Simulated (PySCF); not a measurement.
Working with the constants of BiTe

PBEsol constants of BiTe, ²Π (doublet), unpaired electrons π ↑ (PySCF, scalar-relativistic core potentials, basis sets Bi cc-pVDZ-PP with ECP60, Te cc-pVDZ-PP with ECP28; masses 208.9804 and 129.9062 u):

* ωe: 220.2 cm⁻¹
* ωexe: 0.37 cm⁻¹
* Be: 0.030247 cm⁻¹
* αe: 6.08e-05 cm⁻¹
* D (centrifugal): 2.28e-09 cm⁻¹
* De to Bi + Te: 3.11 eV

Give the vibrational terms G(v) and spacings up to v = 6.

G(v) = ωe(v+½) − ωexe(v+½)².

```csv
v,G(v) (cm⁻¹),G(v) − G(v−1),Bv (cm⁻¹)
0,110.0,,0.03022
1,329.5,219.5,0.03016
2,548.2,218.7,0.03010
3,766.2,218.0,0.03003
4,983.4,217.2,0.02997
5,1199.9,216.5,0.02991
6,1415.7,215.8,0.02985
```

How well does the Morse estimate ωe²/(4ωexe) reproduce De, and what is D0?

It gives 4.06 eV, 131 % of the computed De. D0 = De − G(0) = 3.11 − 0.01 = 3.10 eV.

These are scalar-relativistic numbers at best; spin–orbit coupling would shift them, the dissociation energy most. Counting both spins, an empty level lies below a filled one in this solution, because spin and occupation are held. The state was picked by a PBE0 search and need not be the measured ground state.
